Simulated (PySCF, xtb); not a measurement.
N-silylprop-2-yn-1-amine (C3H7NSi), SMILES C(CN[SiH3])#C.

GFN2-xTB (xtb 6.7.1) at its own geometry gives an orbital gap of 5.32 eV and a dipole moment of 0.74 D.

Coordinates come from a r2SCAN-D4/def2-SVP optimisation. The values are those of a single conformer.

Q: What does HF/def2-TZVP run with PySCF give? (An estimate is asked for; the answer gives what the named calculation found.)

A: gap 13.53 eV (levels -10.39 and 3.15 eV), dipole 0.80 D.
